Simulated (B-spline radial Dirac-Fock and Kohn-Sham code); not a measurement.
**X-ray scattering factor of Os⁶⁴⁺**

System: the Os⁶⁴⁺ ion, configuration 1s2 2s2 2p6 3s2.

Model: relativistic Hartree-Fock (Dirac-Fock) wave functions, averaged over the configuration. Program: a B-spline atomic structure program. f₀ is the Fourier transform of the spherical electron density, S the Waller-Hartree incoherent function, and s = sin θ/λ. The electron scattering factor follows from the Mott-Bethe formula f_e = 0.023934 Å⁻¹·(Z − f₀)/s².

```
s (Å⁻¹)      f₀      S  f_e (Å)
      0  12.000  0.000        –
   0.09  11.993  0.011  189.129
   0.11  11.990  0.017  126.614
   0.14  11.983  0.028   78.172
   0.17  11.975  0.041   53.023
   0.21  11.962  0.062   34.755
   0.25  11.947  0.088   24.529
   0.31  11.918  0.134   15.960
   0.38  11.877  0.200   10.628
   0.46  11.821  0.289    7.259
   0.56  11.737  0.420    4.905
   0.68  11.617  0.603    3.333
   0.84  11.426  0.882    2.190
   1.02  11.175  1.228    1.491
   1.25  10.808  1.694    0.999
   1.53  10.311  2.258    0.672
   1.86   9.687  2.877    0.459
   2.28   8.884  3.573    0.309
   2.78   7.980  4.300    0.211
    3.4   6.986  5.133    0.143
   4.15   5.962  6.087    0.097
   5.07   4.897  7.131    0.066
   6.19   3.810  8.180    0.045
```

f₀ starts at the number of electrons, 12, and has fallen to half at s ≈ 4.12 Å⁻¹. The sum of ⟨r²⟩ over the electrons is 0.1167 bohr². For an ion f_e diverges as s goes to zero, because of the net charge.

Values without a named source are computed, but for edge energies of neutral atoms, which are taken from tables.
